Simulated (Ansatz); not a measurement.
Computed with Ansatz on PBE0-D4/def2-TZVP structures; ΔE is electronic, products minus reactants. CCSD(T)/CBS is the MP2 limit (def2-TZVPP, def2-QZVPP) plus CCSD(T) − MP2 in def2-TZVPP, frozen cores. This one scheme is used for every species, atoms too. Functionals use def2-TZVPP. No spin–orbit coupling; open shells (•) take unrestricted orbitals. def2 core potentials past Kr. For I outer-core shells are correlated without core-valence functions, so the limit isn't a true one: a few kJ/mol of doubt a bond, and 10 to 20 or more in all where bonds break to atoms.

`FCI` + H• → `F[CH]I`• + H₂  (hydrogen abstraction from a C–H bond)

CCSD(T)/CBS gives -12.2 kJ/mol.

Question: Another level gave -11.9 kJ/mol. Which?
A. ωB97M-V/def2-TZVPP
B. r2SCAN-D4/def2-TZVPP
C. BLYP/def2-TZVPP
D. revPBE-D4/def2-TZVPP

Answer: A. ωB97M-V -11.9, r2SCAN-D4 -30.1, BLYP -36.1, revPBE-D4 -25.4 kJ/mol.

Largest T1 diagnostic among the species: 0.015.

From PBE to PBE0 (25 % exact exchange), in def2-TZVPP and without D4, ΔE moves by +5.5 kJ/mol. At CCSD(T), def2-SVP lies +6.6 kJ/mol from the extrapolated value and def2-TZVPP −1.4 kJ/mol. Leaving LDA and LC-ωPBE aside and taking each functional with its dispersion term where it has one, the values, not all of them listed here, spread over 29.4 kJ/mol, from BLYP-D4 to PBE-QIDH. LDA lies +8.6 kJ/mol from PBE without D4.
